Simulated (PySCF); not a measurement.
C8H7N.
SMILES: `N#CC1=CCC=CC=C1`

Method used: TDDFT CAM-B3LYP/def2-SVPD, vertical, gas phase, core orbitals frozen in the response in PySCF. The structure is a single GFN2-xTB conformer in the gas phase; no vibrational or solvent corrections.

Problem. What does the calculation give for the low-lying excited states?

Solution. 

| state | E (eV) | λ (nm) | ν̃ (cm⁻¹) | f | main configurations (H = HOMO, L = LUMO) |
| --- | --- | --- | --- | --- | --- |
| S1 | 4.92 | 252.0 | 39690 | 0.066 | H→L (82%), H-1→L (11%) |
| S2 | 5.16 | 240.2 | 41620 | 0.010 | H-1→L (54%), H→L+1 (32%), H→L (11%) |
| S3 | 6.08 | 203.8 | 49060 | 0.259 | H-1→L+1 (72%), H→L+1 (10%), H-1→L (8%) |
| S4 | 6.28 | 197.4 | 50650 | 0.334 | H→L+1 (52%), H-1→L (22%), H-1→L+1 (17%) |
| S5 | 6.81 | 182.0 | 54940 | 0.0002 | H-3→L (35%), H-2→L (20%), H-3→L+1 (17%) |
| S6 | 6.83 | 181.5 | 55100 | 0.0007 | H→L+2 (89%) |
| S7 | 7.02 | 176.6 | 56640 | 0.025 | H-2→L (23%), H→L+3 (19%), H-1→L+5 (10%) |
| S8 | 7.11 | 174.3 | 57380 | 0.075 | H-2→L (37%), H-3→L (29%) |

Triplets, Tamm–Dancoff:

```tsv
state	E (eV)	λ (nm)	main configurations (H = HOMO, L = LUMO)
T1	3.25	381.8	H→L (79%), H-1→L+1 (9%)
T2	3.79	327.0	H-1→L (55%), H→L+1 (36%)
T3	4.71	263.1	H-1→L+1 (55%), H→L (10%), H-2→L (9%)
```

The lowest singlet comes at 252 nm (475 kJ/mol) in the ultraviolet; it is of moderate strength; its leading configuration is HOMO→LUMO (82%). The most intense listed level is S4 at 6.28 eV (197 nm, f = 0.334), 1.36 eV above S1. Löwdin shares by element: HOMO carbon 64% or more (atoms not listed hold the other 36%); LUMO carbon 64% or more (atoms not listed hold the other 36%). Weighted by f, the mean energy of these states is 6.19 eV. The listed states span 2.19 eV, and the widest gap between neighbours is 0.92 eV (S2 to S3). Orbital energies (eV): HOMO-3 -11.09, HOMO-2 -10.79, HOMO-1 -8.94, HOMO -8.48, LUMO -0.55, LUMO+1 0.18, LUMO+2 1.14. Only the lowest 8 singlets were computed, as vertical energies without vibronic structure.
